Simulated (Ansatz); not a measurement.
`[F][Ge]([F])([SH])[SH]` + H–F → `[F][Ge]([F])([F])[SH]` + H₂S  (ligand exchange at a Ge–S bond)

Program: Ansatz. Geometries: PBE0-D4/def2-TZVP. ΔE: electronic, gas phase. CCSD(T)/CBS adds triple-zeta CCSD(T) − MP2 to the extrapolated MP2 energy (def2 sets, frozen cores). This one scheme is used for every species. Functionals use def2-TZVPP. For Ge outer-core shells are correlated without core-valence functions, which leaves a few kJ/mol of doubt a bond. Scalar relativity is left out up to krypton. One conformer a species, not always the lowest.

```tsv
level	ΔE (kcal/mol)
PBE-D4	-0.4
CAM-B3LYP-D4	-4.3
r2SCAN0	-2.7
RPA@PBE/def2-TZVPP	-4.1
```

Q: What does CCSD(T)/CBS give? (Best estimate.)

A: Ansatz gave: -1.4 kcal/mol. The listed levels differ from it by 1.0, -2.9, -1.3, -2.7 kcal/mol.

Largest T1 diagnostic among the species: 0.012.

In def2-TZVPP, CCSD(T) changes the Hartree–Fock value by +4.5 kcal/mol (the triples alone add +0.8 kcal/mol) and MP2 by +5.9 kcal/mol. Leaving LDA and LC-ωPBE aside and taking each functional with its dispersion term where it has one, the values, not all of them listed here, spread over 4.6 kcal/mol, from B97M-V to revPBE-D4. LDA lies +1.1 kcal/mol from PBE without D4. At CCSD(T), def2-SVP lies −5.1 kcal/mol from the extrapolated value and def2-TZVPP −1.9 kcal/mol.
